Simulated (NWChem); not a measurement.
Molecule: SnHOCl, singlet; SMILES [OH][Sn][Cl]

```xyz
4

Sn     0.3378     0.4703     0.0000
Cl    -0.1274    -1.8934     0.0000
O     -1.5659     1.0450     0.0000
H     -2.1953     0.3108     0.0000
```
Atoms are numbered in this order, from 1.

Low-valent species are run as closed-shell singlets; no triplet was tried in these runs. Coordinates come from a PBE0/def2-SVP optimisation. Not confirmed as a minimum by frequencies. B3LYP is NWChem's, with the RPA form of VWN correlation. def2 effective core potentials on Sn; no spin-orbit coupling.

Symmetry labels are those of Cs in the frame above (b1 and b2, or b-type labels, depend on it).

Question: List the 4 lowest vertical singlet excitations from B3LYP/def2-SVPD with def2 effective core potentials on Sn, TDA (NWChem).

Answer: 
```
state  energy (eV)  oscillator strength  symmetry  leading excitation (squared amplitude)
-----  -----------  -------------------  --------  --------------------------------------
S1            4.20                0.025        a"                      HOMO → LUMO (0.81)
S2            4.82                0.045        a"                    HOMO−2 → LUMO (0.80)
S3            4.94                0.017        a'                    HOMO−1 → LUMO (0.91)
S4            5.35                0.005        a"                    HOMO−4 → LUMO (0.98)
```
